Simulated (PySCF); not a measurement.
Isomers C8H12NP:

A. `Cc1cpc(C(C)C)cn1`
B. SMILES Cc1cccpc1N(C)C
C. `C[C@@H]1[C@H](C)P1n1cccc1`
D. `C1(C)=PC=CC(N(C)C)=C1`

Spectrum 1. ¹H NMR (400 MHz, computed): δ 6.64 (m, 2H), 6.31 (m, 2H), 2.13 (m, 2H), 1.30 (m, 6H). ¹³C{¹H} NMR (computed): δ 127.4 (CH), 116.3 (CH), 33.3 (CH), 13.2 (CH3).

Spectrum 2. ¹H NMR (400 MHz, computed): δ 9.09 (m, 1H), 8.91 (m, 1H), 2.87 (s, 3H), 2.83 (m, 1H), 1.53 (d, 6H). ¹³C{¹H} NMR (computed): δ 182.2 (C), 163.6 (C), 155.6 (CH), 155.2 (CH), 41.3 (CH), 32.5 (CH3), 30.1 (CH3).

Spectrum 3. ¹H NMR (400 MHz, computed): δ 8.90 (m, 1H), 7.77 (m, 1H), 7.71 (m, 1H), 2.85 (s, 6H), 2.63 (s, 3H). ¹³C{¹H} NMR (computed): δ 196.4 (C), 160.9 (CH), 141.3 (C), 138.5 (CH), 132.7 (CH), 47.9 (CH3), 22.9 (CH3).

Spectrum 4. ¹H NMR (400 MHz, computed): δ 8.83 (m, 1H), 7.21 (m, 1H), 7.13 (m, 1H), 3.18 (s, 6H), 2.81 (m, 3H). ¹³C{¹H} NMR (computed): δ 179.8 (C), 165.3 (CH), 153.2 (C), 123.0 (CH), 119.9 (CH), 41.6 (CH3), 28.0 (CH3).

Calculated, not measured (PySCF 2.14.0 with density-fitted response routines): GFN2-xTB geometry, NMR shieldings at PBE0/pcSseg-1/GIAO. One conformer, rapidly exchanging positions averaged, non-relativistic Hamiltonian, in vacuum.

References, each an isolated molecule treated in the same way: ¹H and ¹³C against TMS. Splittings of carbon signals by F and P are missing where no couplings were computed. Where no couplings were computed, multiplicities follow the n + 1 count of equivalent neighbours, and m marks all less simple cases (inequivalent or close neighbours, rings, F or P nearby). Shifts are as computed. Against solution values, carbons near 30 ppm lie about +3 ppm off and those near 130 ppm about +5 ppm. Of 1211 compounds with measured shifts, 218 miss one by over three times the rms of a fit or turn the order of signals round; such compounds aren't used in these exercises.

Match each spectrum to its structure.

Results:

1–C, 2–A, 3–B, 4–D.

- Spectrum 1 (C): 4 ¹³C signals; δC 13.2 is a methyl carbon; δH 6.64 is the hydrogen on an aromatic CH next to a ring nitrogen.
- Spectrum 2 (A): 7 ¹³C signals; δC 155.6 is an aromatic CH next to a ring nitrogen; δC 41.3 is an sp3 CH on an aromatic ring.
- Spectrum 3 (B): 7 ¹³C signals; δC 196.4 is an aromatic carbon bearing nitrogen; δC 138.5 is an aromatic CH.
- Spectrum 4 (D): 7 ¹³C signals; δC 153.2 is an aromatic carbon bearing nitrogen; δC 119.9 is an aromatic CH.
